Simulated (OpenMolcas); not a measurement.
## Levels of V⁺ by method

| Item | Value |
| --- | --- |
| Program | OpenMolcas |
| Basis | ANO-L-VDZP [5s4p2d1f] |
| Scalar Hamiltonian | non-relativistic, point nucleus |
| Active space | 4 electrons in 6 orbitals (3d 4s) |
| State averaging | 2S+1 = 5 even, 15 roots; 2S+1 = 3 even, 19 roots; 2S+1 = 1 even, 9 roots |
| Spin-orbit coupling | state interaction with AMFI integrals over the reference wave functions, term energies averaged over their components |

Methods on the same reference wave functions:
A. CASSCF
B. SS-CASPT2, IPEA 0.25 Eh, imaginary shift 0.1 Eh (closed shells correlated: 3s 3p)

Energies in cm-1 above 3d4 5D0, the measured ground level; measured values from NIST Handbook of Basic Atomic Spectroscopic Data.

```tsv
Level	A	B	Measured
3d3 4s 5F1	-4920	-2520	2605
3d3 4s 5F2	-4835	-2440	2687
3d3 4s 5F3	-4709	-2310	2809
3d3 4s 5F4	-4540	-2140	2968
3d3 4s 5F5	-4329	-1929	3163
3d4 5D0	0.0	0.0	0.0
3d4 5D1	42.6	42.6	36.0
3d4 5D2	128	128	107
3d4 5D3	256	256	209
3d4 5D4	426	426	339
3d3 4s 3F2	1330	6090	8640
3d3 4s 3F3	1555	6320	8842
3d3 4s 3F4	1852	6610	9098
```

A puts 3d3 4s 5F1 lowest. B puts 3d3 4s 5F1 lowest.

Deviations, from unrounded energies. A percentage is the sum of absolute deviations over the sum of measured energies, with the sign that they share, or ± where signs differ.

```tsv
Against measurement	Levels	A	B
mean absolute deviation (cm-1)	12	5000	2800
fine structure of the ground term (%)	4	+23.3	+23.3
other configurations (%)	8	-145.6	-81.2
```

B lies closest to measurement on these levels. The largest miss of B in the table is 3d3 4s 5F1, by -5100 cm-1. The ranking rests on the paired levels alone, and a cruder setting can come out closer through cancelling errors.

The lowest spin-free term lies below A's lowest term by 0.198 hartree in B.

Term energies are means over components that CASPT2 splits; among the terms shown or strongly mixed into the levels shown the widest spread is 1300 cm-1 (3d3 4s 3F, B). The lowest computed level is not the ground level that NIST lists (5D0). A single d shell beside an s shell can misplace configurations of different d count against each other. Without dynamic correlation excited terms often stand tens of per cent too high (terms of higher spin than the ground term too low), and those without a measured partner can miss by more than the paired ones (holds for A). Measured partners are found by configuration, term and J. A level has none where our copy of the source lacks it or the pairing is in doubt (some pairs that miss far off the trend of their configuration count as doubtful), and it then counts in no deviation. Levels of configurations outside the active space are missing. The table leaves out levels that lie high or whose names do not pair safely across all columns.
